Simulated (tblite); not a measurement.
C4H7F3OSi.
Z-matrix (Å and degrees, GFN2-xTB geometry), rows numbered from 1:
```
O 
C   1  1.2018
C   2  1.4852  1  125.04
Si  3  1.9347  2  105.81  1    94.43
C   3  1.5261  2  111.52  1   -26.18
C   5  1.5155  3  110.66  2   -84.80
F   6  1.3420  5  112.05  3   176.55
F   6  1.3380  5  113.50  3    55.44
F   6  1.3476  5  111.76  3   -64.48
H   2  1.1069  1  121.14  3   175.99
H   3  1.0915  2  109.91  1  -149.45
H   4  1.4606  3  107.94  2    58.90
H   4  1.4628  3  105.24  2   178.13
H   4  1.4595  3  108.23  2   -62.56
H   5  1.0928  3  109.27  2    33.79
H   5  1.0912  3  112.70  2   155.65
```

Calculated harmonic vibrations of the isolated species, GFN2-xTB (tblite), most abundant isotopes, no scaling. This tight-binding method is rough: wavenumbers can miss measured ones by several per cent, in bad cases by 10 to 20. Modes of hydrogen on silicon can be 10 to 20 % off. One conformer, not necessarily the lowest.

Harmonic wavenumbers (cm⁻¹): 38.8, 57.2, 95.6, 117.3, 142.4, 193.6, 230.3, 282.8, 340.5, 356.5, 472.6, 487.0, 524.2, 552.0, 573.6, 674.3, 719.1, 752.6, 763.9, 778.0, 824.3, 899.2, 912.6, 976.5, 1053.1, 1070.3, 1092.4, 1130.3, 1181.4, 1196.8, 1269.7, 1336.2, 1379.4, 1429.6, 1760.9, 2285.6, 2304.4, 2317.9, 2766.6, 2967.7, 2987.2, 2992.6.

A = 2097, B = 855.8, C = 712.9 MHz; mass 156.022 u (most abundant isotopes); point group C1, symmetry number 1.

**Question.** What is the zero-point energy?

**Answer.** Half the sum of the wavenumbers: 22143 cm⁻¹ = 63.31 kcal/mol.

**Question.** Give the ideal-gas entropy at 400 K and 1 bar in the rigid-rotor, harmonic-oscillator model (classical rotation).

**Answer.** Translation 42.53, rotation 30.78, vibration 43.40: S = 116.7 cal/(mol K).

**Question.** And Cp and H(400 K) − H(0)?

**Answer.** Cp = 48.91 cal/(mol K), of which vibrations give 40.97 (their classical limit is 42 R = 83.5); H(400 K) − H(0) = 11.93 kcal/mol without the zero-point energy, 8.75 from vibrations.

**Question.** Blend soft modes into free rotors: weight 1/[1 + (100 cm⁻¹/ν̃)⁴] for the oscillator and the rest for a rotor with moment μB/(μ + B), μ = h/(8π²ν), B = 10⁻⁴⁴ kg m². What vibrational entropy results?

**Answer.** 39.46 cal/(mol K) in place of 43.40, which changes −T·S at 400 K by +1.58 kcal/mol.

**Question.** What must be added to the electronic energy to get the Gibbs energy at 400 K and 1 bar?

**Answer.** ZPE + [H(400 K) − H(0)] − T·S = 63.31 + 11.93 − 46.69 = 28.55 kcal/mol.

Hindered rotation and anharmonicity are outside this model. Other conformers, if any are populated, would add a mixing term that is left out. The structure is chiral; the term R ln 2 for an equal mix with its mirror image is left out.

The run took 0.95 s on an Arm Neoverse N1 with one thread, shared host. This covers the Hessian and the dipole derivatives.
